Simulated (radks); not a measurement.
Values are calculated unless marked as measured or tabulated.
Species: Os+. Configuration: [Xe] 4f14 5d6 6s1. Level of theory: scalar-relativistic Kohn-Sham, r2SCAN, spin-unpolarised, spherical densities, finite nucleus; meta-GGA in the generalised Kohn-Sham scheme; Fermi nuclear charge, rms radius 5.4126 fm (a radial shooting solver on a logarithmic mesh with Libxc functionals).

Unscreened Slater integrals over Kohn-Sham orbitals (hartree).

integral,value
"F0(6s,6s)",0.32481
"F0(6s,5d)",0.37924
"G2(6s,5d)",0.10118
"F0(6s,5p)",0.40430
"G1(6s,5p)",0.030201
"F0(6s,4f)",0.42744
"G3(6s,4f)",0.012064
"F0(5d,5d)",0.52113
"F2(5d,5d)",0.26528
"F4(5d,5d)",0.17357
"F0(5d,5p)",0.60977
"F2(5d,5p)",0.29164
"G1(5d,5p)",0.34449
"G3(5d,5p)",0.21183
"F0(5d,4f)",0.68403
"F2(5d,4f)",0.15207
"F4(5d,4f)",0.070108
"G1(5d,4f)",0.052913
"G3(5d,4f)",0.047833
"G5(5d,4f)",0.037734
"F0(5p,5p)",0.76884
"F2(5p,5p)",0.41412
"F0(5p,4f)",0.94533
"F2(5p,4f)",0.29647
"G2(5p,4f)",0.12171
"G4(5p,4f)",0.10027
"F0(4f,4f)",1.6518
"F2(4f,4f)",0.80901
"F4(4f,4f)",0.51271
"F6(4f,4f)",0.37037

Derived for the open shells (J is the average intra-shell exchange parameter used in DFT+U). 5d: Racah B = F2/49 - 5 F4/441 = 0.003446 hartree, C = 35 F4/441 = 0.01378 hartree, C/B = 4.00, F4/F2 = 0.654, J = (F2 + F4)/14 = 0.03135 hartree.
